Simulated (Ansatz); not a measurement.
**A relaxation, step by step**

H$_{5}$TeO (charge +1), closed shell, PBE0-D4/def2-TZVP (Ansatz 0.2.0). Settings:

```yaml
hamiltonian: {xc: pbe0, dispersion: d4}
relax: {f_tol: 0.005, max_steps: 200}
```

Start:

```csv
atom,x (Å),y (Å),z (Å)
O1,0.2567,-0.0331,-1.4668
H2,0.9583,-0.7174,-1.5670
H3,0.5273,0.7556,-1.9921
H4,0.0504,0.2412,-0.3142
Te5,-0.4787,0.6809,1.6122
H6,0.4773,-0.5619,2.2217
H7,-1.7913,-0.3654,1.5062
```

| step | energy less the last (meV) | largest force component (eV/Å) |
| --- | --- | --- |
| 1 | 32.8 | 0.720 |
| 2 | 24.4 | 0.465 |
| 3 | 8.3 | 0.213 |
| 4 | 3.7 | 0.237 |
| 5 | 2.7 | 0.134 |
| 6 | 1.1 | 0.011 |
| 7 | 0.8 | 0.007 |
| 8 (rejected trial) | 14.4 | 0.717 |
| 9 | 0.6 | 0.003 |
| 10 (rejected trial) | 2.8 | 0.294 |
| 11 | 0.5 | 0.050 |
| 12 (rejected trial) | 0.6 | 0.082 |
| 13 | 0.3 | 0.008 |
| 14 | 0.2 | 0.019 |
| 15 | 0.2 | 0.050 |
| 16 | 0.1 | 0.022 |
| 17 | 0.0 | 0.002 |
| 18 | 0.0 | 0.009 |
| 19 (rejected trial) | 0.0 | 0.026 |
| 20 | 0.0 | 0.007 |
| 21 | 0.0 | 0.006 |
| 22 | 0.0 | 0.003 |

Step 3, positions (Å) and forces (eV/Å):

| atom | x | y | z | Fx | Fy | Fz |
| --- | --- | --- | --- | --- | --- | --- |
| O1 | 0.264 | -0.023 | -1.451 | 0.213 | 0.072 | 0.041 |
| H2 | 0.934 | -0.720 | -1.562 | -0.125 | 0.052 | 0.017 |
| H3 | 0.530 | 0.748 | -1.982 | -0.079 | -0.086 | 0.058 |
| H4 | 0.052 | 0.246 | -0.306 | -0.002 | -0.045 | -0.154 |
| Te5 | -0.479 | 0.661 | 1.594 | 0.000 | 0.081 | 0.015 |
| H6 | 0.471 | -0.546 | 2.209 | 0.034 | -0.040 | 0.026 |
| H7 | -1.773 | -0.367 | 1.498 | -0.040 | -0.034 | -0.002 |

Step 9, positions (Å) and forces (eV/Å):

```tsv
atom	x	y	z	Fx	Fy	Fz
O1	0.273	0.011	-1.456	0.001	0.000	-0.002
H2	0.843	-0.765	-1.584	-0.003	-0.002	0.000
H3	0.621	0.767	-1.957	0.001	0.001	0.002
H4	0.050	0.245	-0.360	0.000	0.002	0.001
Te5	-0.513	0.662	1.604	-0.001	0.000	-0.002
H6	0.489	-0.499	2.233	0.000	0.001	0.001
H7	-1.764	-0.422	1.521	0.001	-0.002	0.000
```

Step 15, positions (Å) and forces (eV/Å):

```csv
atom,x,y,z,Fx,Fy,Fz
O1,0.268,0.041,-1.464,0.047,-0.002,-0.031
H2,0.737,-0.798,-1.608,-0.023,0.050,0.003
H3,0.729,0.766,-1.920,-0.025,-0.049,0.028
H4,0.037,0.258,-0.365,0.006,-0.001,-0.003
Te5,-0.543,0.661,1.594,-0.009,-0.016,0.009
H6,0.512,-0.443,2.241,-0.001,0.008,-0.005
H7,-1.739,-0.486,1.521,0.006,0.010,0.001
```

Last step (22):

O1  (0.268, 0.054, -1.467)
H2  (0.690, -0.806, -1.624)
H3  (0.775, 0.760, -1.901)
H4  (0.034, 0.261, -0.367)
Te5  (-0.558, 0.660, 1.591)
H6  (0.521, -0.417, 2.243)
H7  (-1.730, -0.511, 1.525)
(Å)

The run took about 29 s on 2 CPU threads of an Arm Neoverse V2 (shared host).
